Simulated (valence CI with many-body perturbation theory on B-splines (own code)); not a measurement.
## E1 transitions of Ba43+

Computed by valence CI with perturbative core correlation (CI+MBPT): three valence electrons over a frozen Dirac-Fock core [Ne], radial functions for each j: 11 s, 11 p, 10 d, 8 f, 5 g, 2 h, with the one-electron correlation potential Σ1, the two-electron term Σ2, the three-electron term Σ3, Breit, model QED; selected CI, second order for the rest, scaled by the run's own slope (own B-spline code, finite nucleus).

The last digits are not significant, and no measured levels were compared; by estimate large intervals hold to a few tenths of a per cent, small ones and those within an open d or f shell to about a per cent.

Lines 51 to 100 of 576 in falling wavelength, among levels below 1648.1 eV, chosen from the strongest by gf and those to the six lowest levels. Wavelengths and rates use the calculated energies. Electric multipoles are in the length gauge, E1 and E2 with the static RPA response of the core. Weak lines are less certain than strong ones. Lines between different terms over intervals too small for the method are left out, as are lines whose strength nearly cancels. The highest levels of a list are the least certain.

Levels are named by their leading jj configuration (3d3/2^4 stands for four electrons in 3d with j = 3/2), which in mixed levels can hold well under half, so a name can repeat and another be missing. Letters in brackets count levels of one name in rising energy.

```csv
λ vac (nm),Upper,Lower,A (s⁻¹),S (a.u.) with core polarisation,S without
9.453,(3s 3p1/2 3d3/2) J=5/2,(3s 3p1/2 3p3/2) J=3/2 [b],1.36e+09,3.40e-03,3.47e-03
9.417,(3p1/2 3p3/2 3d3/2) J=5/2 [a],(3p1/2 3p3/2^2) J=5/2,1.24e+10,3.07e-02,3.13e-02
9.259,(3p1/2^2 3d3/2) J=3/2,(3s 3p1/2 3d3/2) J=3/2 [a],1.95e+10,3.06e-02,3.12e-02
9.062,(3p1/2^2 3p3/2) J=3/2,(3s 3p1/2 3p3/2) J=3/2 [a],1.14e+10,1.68e-02,1.71e-02
8.922,(3s 3p1/2 3d3/2) J=3/2 [a],(3s 3p1/2 3p3/2) J=5/2,8.26e+09,1.16e-02,1.18e-02
8.598,(3d3/2 3d5/2^2) J=7/2 [b],(3p3/2 3d5/2^2) J=5/2 [b],1.73e+10,4.34e-02,4.42e-02
8.548,(3d3/2^2 3d5/2) J=9/2,(3p3/2 3d3/2 3d5/2) J=7/2 [c],1.20e+10,3.70e-02,3.77e-02
8.421,(3s 3p1/2 3d3/2) J=5/2,(3s 3p1/2 3p3/2) J=5/2,5.06e+09,8.95e-03,9.11e-03
8.266,(3s 3d5/2^2) J=7/2,(3s 3p3/2 3d5/2) J=5/2 [b],4.16e+10,9.27e-02,9.44e-02
8.230,(3d3/2 3d5/2^2) J=7/2 [a],(3p3/2 3d3/2 3d5/2) J=5/2 [c],3.06e+10,6.73e-02,6.84e-02
8.221,(3s 3p1/2 3d3/2) J=3/2 [a],(3s 3p1/2 3p3/2) J=3/2 [a],1.07e+08,1.17e-04,1.18e-04
8.213,(3s 3p1/2 3d3/2) J=3/2 [b],(3s 3p1/2 3p3/2) J=3/2 [b],5.91e+09,6.46e-03,6.58e-03
8.153,(3d5/2^3) J=9/2,(3p3/2 3d5/2^2) J=7/2 [b],1.16e+11,3.10e-01,3.15e-01
8.124,(3d3/2 3d5/2^2) J=9/2,(3p3/2 3d5/2^2) J=7/2 [a],1.94e+10,5.13e-02,5.22e-02
8.014,(3p1/2 3d3/2 3d5/2) J=9/2,(3p1/2 3p3/2 3d5/2) J=9/2,2.52e+10,6.41e-02,6.53e-02
8.013,(3s 3p1/2 3d5/2) J=5/2 [a],(3s 3p1/2 3p3/2) J=3/2 [b],7.45e+08,1.13e-03,1.15e-03
8.009,(3d3/2 3d5/2^2) J=3/2 [b],(3p3/2 3d5/2^2) J=3/2 [b],6.26e+10,6.35e-02,6.47e-02
7.984,(3p3/2 3d5/2^2) J=7/2 [a],(3p3/2^2 3d5/2) J=5/2 [a],2.27e+10,4.56e-02,4.64e-02
7.951,(3d3/2 3d5/2^2) J=11/2,(3p3/2 3d3/2 3d5/2) J=9/2 [b],1.07e+11,3.17e-01,3.23e-01
7.915,(3d5/2^3) J=3/2,(3p3/2 3d5/2^2) J=3/2 [a],4.24e+10,4.15e-02,4.22e-02
7.844,(3d3/2 3d5/2^2) J=5/2 [a],(3p3/2 3d3/2 3d5/2) J=3/2 [c],4.46e+10,6.37e-02,6.48e-02
7.793,(3s 3p1/2 3d3/2) J=5/2,(3s 3p1/2 3p3/2) J=3/2 [a],4.85e+08,6.79e-04,6.91e-04
7.787,(3s 3d5/2^2) J=9/2,(3s 3p3/2 3d5/2) J=7/2 [b],2.12e+10,4.94e-02,5.03e-02
7.780,(3s 3d3/2 3d5/2) J=7/2 [b],(3s 3p3/2 3d3/2) J=5/2 [b],3.10e+10,5.77e-02,5.86e-02
7.737,(3d5/2^3) J=5/2,(3p3/2 3d5/2^2) J=3/2 [b],1.01e+11,1.38e-01,1.41e-01
7.724,(3d3/2 3d5/2^2) J=7/2 [b],(3p3/2 3d3/2 3d5/2) J=5/2 [d],3.99e+10,7.27e-02,7.39e-02
7.717,(3s 3d3/2 3d5/2) J=7/2 [b],(3s 3p3/2 3d5/2) J=7/2 [a],1.76e+10,3.19e-02,3.25e-02
7.713,(3d3/2 3d5/2^2) J=5/2 [b],(3p3/2 3d3/2 3d5/2) J=3/2 [c],6.01e+10,8.17e-02,8.31e-02
7.699,(3d3/2 3d5/2^2) J=7/2 [a],(3p3/2 3d3/2 3d5/2) J=7/2 [c],1.50e+10,2.70e-02,2.75e-02
7.628,(3p1/2 3d5/2^2) J=7/2,(3p1/2 3p3/2 3d5/2) J=5/2 [b],1.22e+11,2.14e-01,2.18e-01
7.620,(3d3/2 3d5/2^2) J=9/2,(3p3/2 3d3/2 3d5/2) J=7/2 [c],8.27e+10,1.80e-01,1.84e-01
7.610,(3p1/2 3d5/2^2) J=3/2,(3p1/2 3p3/2 3d5/2) J=1/2,3.49e+10,3.04e-02,3.09e-02
7.563,(3d3/2 3d5/2^2) J=3/2 [a],(3p3/2 3d3/2 3d5/2) J=3/2 [b],2.97e+10,2.54e-02,2.58e-02
7.524,(3d3/2 3d5/2^2) J=5/2 [a],(3p3/2 3d3/2 3d5/2) J=5/2 [c],3.98e+10,5.02e-02,5.11e-02
7.509,(3p3/2 3d5/2^2) J=7/2 [b],(3p3/2^2 3d5/2) J=5/2 [b],2.30e+11,3.84e-01,3.91e-01
7.498,(3p3/2 3d3/2 3d5/2) J=7/2 [c],(3p3/2^2 3d5/2) J=9/2,1.55e+10,2.58e-02,2.62e-02
7.475,(3d3/2^2 3d5/2) J=7/2,(3p3/2 3d3/2 3d5/2) J=7/2 [a],1.47e+10,2.42e-02,2.47e-02
7.465,(3p3/2 3d5/2^2) J=5/2 [b],(3p3/2^2 3d5/2) J=3/2,8.45e+10,1.04e-01,1.06e-01
7.436,(3d3/2 3d5/2^2) J=11/2,(3p3/2 3d5/2^2) J=9/2,4.67e+10,1.14e-01,1.16e-01
7.432,(3s 3d5/2^2) J=3/2,(3s 3p3/2 3d5/2) J=1/2,5.22e+10,4.23e-02,4.31e-02
7.423,(3d3/2 3d5/2^2) J=11/2,(3p3/2 3d5/2^2) J=11/2,4.48e+10,1.08e-01,1.10e-01
7.403,(3d3/2 3d5/2^2) J=5/2 [b],(3p3/2 3d3/2 3d5/2) J=5/2 [c],2.47e+10,2.97e-02,3.03e-02
7.397,(3p1/2 3d5/2^2) J=9/2,(3p1/2 3p3/2 3d5/2) J=7/2 [b],6.95e+10,1.39e-01,1.41e-01
7.391,(3p3/2 3d5/2^2) J=7/2 [a],(3p3/2^2 3d5/2) J=7/2,1.57e+10,2.50e-02,2.54e-02
7.381,(3p1/2 3d5/2^2) J=7/2,(3p1/2 3p3/2 3d5/2) J=7/2 [b],1.71e+10,2.71e-02,2.76e-02
7.377,(3p3/2 3d5/2^2) J=11/2,(3p3/2^2 3d5/2) J=9/2,1.15e+11,2.73e-01,2.78e-01
7.374,(3p3/2 3d3/2 3d5/2) J=5/2 [b],(3p3/2^2 3d3/2) J=3/2 [a],5.55e+10,6.59e-02,6.71e-02
7.335,(3d3/2^2 3d5/2) J=5/2 [a],(3p3/2 3d3/2^2) J=5/2,2.12e+10,2.48e-02,2.53e-02
7.322,(3d3/2 3d5/2^2) J=7/2 [b],(3p3/2 3d3/2 3d5/2) J=5/2 [c],4.53e+10,7.02e-02,7.14e-02
7.322,(3p1/2 3p3/2 3d5/2) J=5/2 [a],(3p1/2 3p3/2^2) J=5/2,2.14e+10,2.48e-02,2.53e-02
```
